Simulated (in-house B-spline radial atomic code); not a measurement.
**B3LYP (VWN-RPA) excitations of Pb²⁺**

Method: B3LYP (VWN-RPA). Computed with an all-electron radial atomic-structure program (B-spline basis): linear response of the closed shell [Xe] 4f14 5d10 6s2 with the functional's adiabatic kernel; scalar-relativistic (spin-free one-electron X2C), finite nucleus, no spin-orbit coupling, no double excitations, S, P, D and F terms only; shells from n = 4 respond. Only terms of natural parity with L up to 3 were computed.

Spin-orbit coupling is strong here, so these LS terms don't match observed levels.

Command:
```bash
python run_td.py task.json out
```
Settings (radii: box in bohr, nucleus in fm):
```
Z                        82
electrons                80
configuration            [Xe] 4f14 5d10 6s2
hamiltonian              x2c
method                   b3lyp
box_radius               29.48
rms_radius               5.5012
intervals                72
```

Cost of the run: 2.8 s on 1 thread of Intel(R) Xeon(R) 6975P-C (Granite Rapids) (shared host).

The lowest states, in the order of their Tamm-Dancoff energies; the method's threshold (minus the highest occupied level) is 28.317 eV. Labels give the largest channel, * marks a mixed state, and oscillator strengths are full-response dipole values. Semilocal kernels can invert the small singlet-triplet splittings of Rydberg terms. Energies in eV:

| state | full response | Tamm-Dancoff | oscillator strength |
| --- | --- | --- | --- |
| 6s → 6p 3P | 9.066 | 9.143 | - |
| 6s → 6p 1P | ? | ? | ? |
| 6s → 7s 3S | 18.146 | 18.148 | - |
| 6s → 7s 1S | 18.532 | 18.559 | - |
| 6s → 6d 3D | 19.089 | 19.094 | - |
| 6s → 6d 1D | 19.323 | 19.329 | - |
| 5d → 6p 3P | 20.239 | 20.274 | - |
| 5d → 6p 3F | 20.393 | 20.424 | - |
| 5d → 6p 1F | 20.859 | 20.861 | - |
| 6s → 7p 1P | 20.900 | 20.912 | 0.145 |
| 6s → 7p 3P | 20.919 | 20.921 | - |
| 5d → 6p 1P | 21.893 | 22.077 | 0.983 |
| 6s → 5f 3F | ? | ? | - |
| 6s → 5f 1F | 22.889 | 22.891 | - |
| 6s → 8s 3S | 23.249 | 23.250 | - |
| 6s → 8s 1S | 23.363 | 23.370 | - |

**Question.** Where does 6s → 5f 3F lie?

**Answer.** At 22.840 eV in full response, 22.844 eV in Tamm-Dancoff.

**Question.** Where does 6s → 6p 1P lie?

**Answer.** At 11.479 eV in full response, 11.837 eV in Tamm-Dancoff, oscillator strength 1.48.

**Question.** How large is the singlet-triplet splitting of 6s → 6p (P terms) in Tamm-Dancoff?

**Answer.** 2.69 eV, from the unrounded values.

**Question.** What polarisabilities and dispersion coefficient does the method give?

**Answer.** Dipole 13.52 bohr³, quadrupole 46.59 bohr⁵, C6 93.88 hartree·bohr⁶ for two such species.
